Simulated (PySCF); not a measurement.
Species: C5H13NSi2.
SMILES with atom numbers: `[CH3:1][C:2]#[C:3][Si@H:4]([CH2:5][CH3:6])[NH:7][SiH3:8]`

Lines to be assigned: C 1s: 289.26 (area 1), 289.85 (area 1), 290.07 (area 1), 290.44 (area 1), 291.58 (area 1) eV; N 1s: 403.86 eV; Si 1s: 1846.46 (area 1), 1846.67 (area 1) eV; Si 2p3/2: 106.49 (area 1), 106.80 (area 1) eV.

Computed, not measured: PySCF, delta-SCF UKS SCAN, pcX-2 on the ionised atom, pcseg-1 elsewhere, spin-free X2C. Geometry: PBE0-D3(BJ)/def2-SVP, one conformer, isolated molecule.

Task: Order the carbon atoms by C 1s binding energy.

Result: 289.26 eV: C3 (alkyne carbon); 289.85 eV: C5 (sp3 carbon bound to silicon); 290.07 eV: C2 (alkyne carbon); 290.44 eV: C6 (methyl carbon); 291.58 eV: C1 (propargylic carbon). The listed C 1s values span 2.32 eV, from C3 (bonded to C (triple bond) and Si) to C1 (bonded to C and 3 H).

Task: Order the silicon atoms by Si 1s binding energy.

Result: 1846.46 eV: Si4 (SiH silicon); 1846.67 eV: Si8 (SiH3 silicon). The 2 Si 1s values lie within 0.21 eV of each other; Gaussian lines of 0.5 eV full width would blend them into one maximum.

Task: Which silicon gives which Si 2p3/2 line?

Result: 106.49 eV: Si4 (SiH silicon); 106.80 eV: Si8 (SiH3 silicon). Lowest listed Si 2p3/2: Si4, bonded to N, 2 C and H. Highest, 0.31 eV above it: Si8, bonded to N and 3 H.

Bonded neighbours of each site: C1: C and 3 H; C2: C (triple bond) and C; C3: C (triple bond) and Si; Si4: N, 2 C and H; C5: C, 2 H and Si; C6: C and 3 H; N7: H and 2 Si; Si8: N and 3 H.

Task: What is the C 1s shift of C3 against C5?

Result: 289.26 − 289.85 = -0.59 eV, or -57 kJ/mol.

Spin contamination (⟨S²⟩ against 0.75 for a pure doublet) is marked for C 1s of C2 (0.86), which makes this value less certain. The 2p values aren't plain energy differences: one relaxed spin-free 2p hole is combined with a matrix within the shell (ground-state 2p orbital-energy differences and spin–orbit coupling). 2p3/2, the mean of its two sublevels, lies a third of the splitting below the shell's mean and 2p1/2 two thirds above it; the statistical areas are 2:1. 2p1/2 minus 2p3/2 (ligand field included): Si 0.62 eV.

Time: 11 min wall, 7.6 min CPU; peak memory 0.77 GiB. Hardware: Intel Xeon Platinum 8488C, one thread, no GPU, shared host with 96 logical CPUs at a one-minute load of 89.

Shape of the structure used: `[CH3:1][C:2]#[C:3][Si@H:4]([CH2:5][CH3:6])[NH:7][SiH3:8]`: C3–Si4–C5–C6 56°, C3–Si4–N7–Si8 -100°.
